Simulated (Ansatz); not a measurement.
Single points on V₃⁻.

```yaml
crystal:
  periodic: [false, false, false]
  atoms:
    - {symbol: V, position_ang: [-0.616610, -0.744996, -1.344904]}
    - {symbol: V, position_ang: [0.761682, 1.412240, 0.019415]}
    - {symbol: V, position_ang: [-0.145073, -0.667245, 1.325489]}
basis:
  gaussian: {orbitals: 6-31G}
total_charge: -1
magnetization: {spin_polarized: true, initial_magnetization: 2}
hamiltonian: {xc: {name: B3LYP}, dispersion: d4}
scf: {omitted_lower_state_checks: [starts]}
output: {orbitals: {seedname: orbitals}}
```

The file start.molden holds the orbitals of an earlier run on this structure, at another level or in another basis.

```sh
$ ansatz run in.yaml --threads 4 --pin off --events-out ev --progress --plain --max-ram 3916MiB
```

Shortened log:

```
Functional definition: B3LYP
1198 factors; integrals over basis functions are off by at most 1.1e-3 eV
mean field evaluation 1: about -77040.3212 eV, gradient 3.2e1 eV
mean field evaluation 2: about -76613.1910 eV, gradient 2.8e2 eV
mean field evaluation 4: about -76876.4652 eV, gradient 2.2e2 eV
mean field evaluation 8: about -77048.1801 eV, gradient 8.3e0 eV
mean field evaluation 16: about -77050.6470 eV, gradient 1.2e0 eV
mean field evaluation 32: about -77051.0203 eV, gradient 1.9e-2 eV
mean field -77051.02576211 eV, -2831.5729696965 hartree, gradient 6.0e-6 eV, S^2 6.522908; 0 other end points of the search recorded, 0 dependent functions left out
reference -77051.02593447 eV, -2831.5729760305 hartree; 36, 34 occupied and 51, 53 virtual orbitals, 1198 factors
Total energy: -77051.18653197 eV, -2831.5788778798 hartree
Checks for a lower state left out: starts
```

Run time 30 s (4 threads of Arm Neoverse V2 on a shared host).

As the first input, with `gaussian: {orbitals: def2-TZVPD, initial_orbitals: start.molden}`, `hamiltonian: {xc: r2scan, dispersion: d4}` (abridged; 83 s):

```
Functional definition: r2SCAN
mean field evaluation 16: about -77056.1241 eV, gradient 6.4e-2 eV
mean field evaluation 32: about -77056.1248 eV, gradient 2.2e-3 eV
mean field -77056.12476281 eV, -2831.7603545158 hartree, gradient 3.6e-6 eV, S^2 6.886463
Total energy: -77056.14035381 eV, -2831.7609274746 hartree
Checks for a lower state left out: starts
```

As the first input, with `gaussian: {orbitals: def2-TZVPD, initial_orbitals: start.molden}`, `hamiltonian: {xc: pbe, dispersion: d4}` (abridged; 15 s):

```
Functional definition: PBE
mean field evaluation 16: about -77040.4248 eV, gradient 8.2e-3 eV
mean field -77040.42482252 eV, -2831.1833923520 hartree, gradient 1.7e-6 eV, S^2 5.921774
Total energy: -77040.52011089 eV, -2831.1868941352 hartree
Checks for a lower state left out: starts
```

First input, but with `gaussian: {orbitals: def2-TZVPD, initial_orbitals: start.molden}`, `hamiltonian: {xc: {name: BHLYP}, dispersion: d4}` (abridged; 60 s):

```
Functional definition: BHLYP
mean field evaluation 16: about -77055.0004 eV, gradient 5.0e-1 eV
mean field evaluation 32: about -77055.0014 eV, gradient 6.6e-6 eV
mean field -77055.00135412 eV, -2831.7190700080 hartree, gradient 3.8e-6 eV, S^2 6.796510
Total energy: -77055.20953928 eV, -2831.7267206714 hartree
Checks for a lower state left out: starts
```

As the first input, with `gaussian: {orbitals: def2-TZVPD, initial_orbitals: start.molden}`, `hamiltonian: {xc: {name: revPBE}, dispersion: d4}` (abridged; 16 s):

```
Functional definition: revPBE
mean field evaluation 16: about -77050.8005 eV, gradient 7.0e-3 eV
mean field -77050.80048168 eV, -2831.5646907935 hartree, gradient 1.8e-6 eV, S^2 6.020170
Total energy: -77050.95968806 eV, -2831.5705415197 hartree
Checks for a lower state left out: starts
```

As the first input, with `gaussian: {orbitals: def2-TZVPD, initial_orbitals: start.molden}`, `hamiltonian: {xc: {name: wB97X-V}}` (abridged; 2.5 min):

```
Functional definition: wB97X-V
mean field evaluation 16: about -77045.8497 eV, gradient 7.8e-4 eV
mean field -77045.84972374 eV, -2831.3827537950 hartree, gradient 4.2e-6 eV, S^2 6.840083
Total energy: -77045.84972517 eV, -2831.3827538472 hartree
Checks for a lower state left out: starts
```

First input, but with `hamiltonian: {xc: hf}` (abridged; 16 s):

```
Functional definition: HF
mean field evaluation 16: about -76959.5577 eV, gradient 1.7e0 eV
mean field evaluation 32: about -76959.9252 eV, gradient 6.3e-2 eV
mean field -76959.93435999 eV, -2828.2254224127 hartree, gradient 5.6e-6 eV, S^2 7.199596
Total energy: -76959.93435999 eV, -2828.2254224127 hartree
Checks for a lower state left out: starts
```

Geometry: PBE0-D4/def2-TZVPD.

The 6-31G sets use Cartesian d functions. B3LYP takes the VWN-RPA correlation. At B3LYP-D4/6-31G, r2SCAN-D4/def2-TZVPD, PBE-D4/def2-TZVPD, BHLYP-D4/def2-TZVPD and others the charge -1 triplet is spin-contaminated (final ⟨S²⟩ up to 7.20, 2.00 for a pure state). At B3LYP-D4/6-31G, r2SCAN-D4/def2-TZVPD, PBE-D4/def2-TZVPD, revPBE-D4/def2-TZVPD the highest occupied level of the charge -1 triplet lies above zero (up to 0.91 eV). It is a level of β spin, whose loss leaves a quartet; that state wasn't run at this geometry and level. The electron is either unbound and held by the finite basis, or the level is raised by self-interaction error. At PBE-D4/def2-TZVPD the gap within one spin of the charge -1 triplet nearly closes, so an electron or hole may be smeared out by delocalisation error. The geometry of the triplet was relaxed on an unsound state (⟨S²⟩ 6.72, where a pure state has 2.00). The order of the spin states hangs on the level: the singlet lies 1.15 eV below the triplet at PBE-D4/def2-TZVPD, but 1.19 eV above it at B3LYP-D4/6-31G. The triplet is doubtful at PBE-D4/def2-TZVPD (⟨S²⟩ 5.92, where a pure state has 2.00). The singlet is doubtful at PBE-D4/def2-TZVPD (an occupied level 0.08 eV above an empty one). The triplet is doubtful at B3LYP-D4/6-31G (⟨S²⟩ 6.52, where a pure state has 2.00). The singlet is doubtful at B3LYP-D4/6-31G (restricted singlet whose occupied levels cross empty ones at other levels, untested at these). The structure comes from a short search, and lower isomers may exist.
